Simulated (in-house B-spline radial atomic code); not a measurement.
Results of a calculation; reference values are marked as such.
# Stopping and range of 120 keV N in Ge

The pair potential comes from two frozen, spherical free-atom densities (PBE, B-spline radial code, scalar-relativistic past argon): electrostatics plus the change in Thomas-Fermi kinetic and Dirac exchange energy where they overlap, the recipe behind the universal ZBL potential, which averages such potentials (from solid-state densities) over many pairs. It is written V = (Z1 Z2 e²/r) φ(r/a), with e² = 14.3996 eV·Å and a = 0.46850 Å/(Z1^0.23 + Z2^0.23); ZBL's fit is φ = 0.18175 e^(−3.1998x) + 0.50986 e^(−0.94229x) + 0.28022 e^(−0.4029x) + 0.02817 e^(−0.20162x). Where φ falls below 4e-4 it is continued as an exponential.

The target is taken as amorphous, with density 5.3234 g/cm³ (NSM archive of the Ioffe Institute); channelling is ignored. Masses: N 14.01, Ge 72.63 u. Nuclear stopping is S_n = 4π a Z1 Z2 e² M1/(M1 + M2) × s_n(ε), with s_n integrated over impact parameters for each pair. Electronic stopping is Lindhard and Scharff's S_e = Z1^(1/6) 8π e² a0 Z1 Z2/(Z1^(2/3) + Z2^(2/3))^(3/2) × v/v0, with a0 = 0.529177 Å and v = v0 at 24.801 keV/u; it misses the oscillations with Z1 seen in experiment, which reach tens of per cent. Compounds add by atom fraction.

```tsv
target atom	a (Å)	ε at this energy	s_n, this pair	s_n, ZBL potential
Ge	0.12382	3.862	0.2067	0.2009
```

Task: What are the atom density and the stopping powers at entry?

Result: N = 5.3234 × 0.602214/72.63 = 0.04414 atoms/Å³. For Ge: S_n = 811.6 × 0.2067 = 167.8 eV·Å², S_e = 1.9766 × √120000 = 684.7 eV·Å². Averaged over the target's atoms and times N × 10 Å/nm, the ion loses N S_n = 74.1 eV/nm to recoils and N S_e = 302 eV/nm to electrons; the nuclear share is 20 %.

Along the track:

```tsv
E (keV)	N S_n (eV/nm)	N S_e (eV/nm)
6	129	67.6
18	127	117
36	113	166
60	97.5	214
90	83.9	262
120	74.1	302
```

Task: Estimate the path length and the projected range.

Result: With continuous slowing down the path is the integral of dE/(N (S_n + S_e)). Trapezoids over the table give 381 nm, and the stretch below the first row, with stopping taken as √E, adds 2E/(N S) = 61 nm: 442 nm in all, against 422 nm on a fine grid from 5 eV. Deflections shorten the depth: to first order in the energy passed on, N (S_n + S_e) dR_p/dE = 1 − N S_n (M2/M1) R_p/(2E), summed over the target's atoms, and integrating this on the fine grid gives R_p = 212 nm, 0.50 of the path. Lindhard's rule of thumb R/(1 + M2/3M1), with mean M2/M1 = 5.18, gives 155 nm; it assumes that nuclear stopping leads, so it comes too short here. On the ZBL potential the same equation gives 217 nm, and the full integral equation, which keeps hard collisions, 224 nm.
